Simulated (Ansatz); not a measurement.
The cluster Al2P2. The state is a singlet with charge 0. Geometry PBE-D4/def2-TZVP, basis def2-TZVP, Ansatz.

Cartesian coordinates in Å:
```
Al 1.5209 0.7058 -1.5709
Al -1.5210 -0.7052 1.5710
P -0.4618 -0.5940 -0.7138
P 0.4619 0.5934 0.7137
```

```json
{"run": "A", "HOMO (eV)": "-5.34", "LUMO (eV)": "-3.74"}
{"run": "B", "HOMO (eV)": "-7.57", "LUMO (eV)": "-1.15"}
{"run": "C", "HOMO (eV)": "-5.06", "LUMO (eV)": "-4.06"}
{"run": "D", "HOMO (eV)": "-4.91", "LUMO (eV)": "-4.01"}
{"run": "E", "HOMO (eV)": "-5.51", "LUMO (eV)": "-3.29"}
{"run": "F", "HOMO (eV)": "-6.31", "LUMO (eV)": "-2.19"}
```

B3LYP takes the VWN-RPA correlation. The structure comes from a short search, and lower isomers may exist.

The runs used B3LYP, BHLYP, PBE, r2SCAN, r2SCANh, ωB97X-V. Estimate which is which.

A r2SCANh (10 % exact exchange); B ωB97X-V (range-separated); C r2SCAN (0 % exact exchange); D PBE (0 % exact exchange); E B3LYP (20 % exact exchange); F BHLYP (50 % exact exchange). Exact exchange lowers occupied and raises empty levels; among semilocal functionals meta-GGAs tend to open the gap a little, and such runs are hard to tell apart. The gap grows from 0.90 eV (PBE) to 6.42 eV (ωB97X-V).
